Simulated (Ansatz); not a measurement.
Ansatz (a quantum-chemistry and plane-wave program) input (MP2/6-31G*):

Ansatz 0.2 input:
```yaml
crystal:
  periodic: [false, false, false]
  atoms:
    - {symbol: C, position_ang: [-1.81218320, -0.07437759, 0.06289324]}
    - {symbol: C, position_ang: [-0.69933297, -1.06281464, 0.05701123]}
    - {symbol: C, position_ang: [0.60559246, -0.77883360, 0.00442750]}
    - {symbol: C, position_ang: [1.11177589, 0.55096639, -0.05458415]}
    - {symbol: N, position_ang: [1.53455686, 1.62270152, -0.10263921]}
    - {symbol: H, position_ang: [-1.44971488, 0.95155968, 0.01830297]}
    - {symbol: H, position_ang: [-2.47816369, -0.24824584, -0.78690246]}
    - {symbol: H, position_ang: [-2.41965627, -0.19279634, 0.96448427]}
    - {symbol: H, position_ang: [-0.97615882, -2.11104047, 0.09944615]}
    - {symbol: H, position_ang: [1.34668257, -1.56803100, 0.00465665]}
basis:
  gaussian:
    orbitals: 6-31G*
magnetization: {spin_polarized: false}
correlation: {method: mp2, electrons: outside_noble_gas}
```

Output:

```
Functional definition: HF
integrals: 0.04 GiB planned
874 factors; integrals over basis functions are off by at most 1.4e-3 eV
mean field: 0.24 GiB planned
mean field evaluation 1: about -5678.5765 eV, gradient 3.5e1 eV
mean field evaluation 2: about -5678.5813 eV, gradient 3.5e1 eV
mean field evaluation 4: about -5681.8741 eV, gradient 5.3e0 eV
mean field evaluation 8: about -5681.9665 eV, gradient 1.2e-1 eV
mean field -5681.96658944 eV, -208.8084207865 hartree, gradient 3.0e-6 eV, S^2 0.000000; 0 other end points of the search recorded, 0 dependent functions left out; unrestricted orbitals would lower it
mean field evaluation 16: about -5681.9782 eV, gradient 1.7e-1 eV
5 core orbitals not correlated
reference -5681.96658944 eV, -208.8084207865 hartree; 13, 13 occupied and 67, 67 virtual orbitals, 874 factors
second order -17.98006405 eV of doubles, -0.00000000 eV of singles
Total energy: -5699.94665348 eV, -209.4691759528 hartree
```

The geometry given is a B3LYP-D3(BJ)/def2-TZVP minimum.
